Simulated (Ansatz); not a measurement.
Species: sum formula H2SiO2F, charge 0, multiplicity 2. It need not be the lowest isomer of its formula. 
Structure (B3LYP-D3(BJ)/def2-TZVP (Ansatz, a quantum-chemistry and plane-wave program) minimum search):
```
Si
F 1 1.6015
O 1 1.6364 2 105.43
H 3 0.9619 1 117.75 2 -163.90
O 1 1.6456 2 111.16 3 -116.55
H 5 0.9617 1 118.47 2 -70.18
```
Charge 0, spin multiplicity 2.

Property: atomisation energy (electronic, to ground-state atoms), in kJ/mol. Valence correlation only, unless marked. Open shells are spin-unrestricted. Spin-orbit coupling is left out. Non-relativistic. The coupled-cluster limit lacks core correlation, which all-electron functionals hold. CBS marks a two-point X^-3 extrapolation of the correlation energy; Hartree-Fock from the larger set (for Q and 5 zeta extrapolated as (X+1)exp(-9√X)).

```csv
level,program,atomisation energy (kJ/mol)
HF/def2-TZVPP,Ansatz,1660.9
HF/def2-QZVPP,Ansatz,1671.8
HSE06-D3(BJ)/def2-TZVPD,Ansatz + dftd3,2340.8
SCS-MP2/def2-TZVPP,Ansatz,2366.5
SCS-MP2/cc-pV(5+d)Z,Ansatz,2446.2
CCSD/cc-pV(Q+d)Z,Ansatz,2319.2
"CCSD(T)/CBS(cc-pV(Q+d)Z,cc-pV(5+d)Z)",Ansatz,2400.7
```
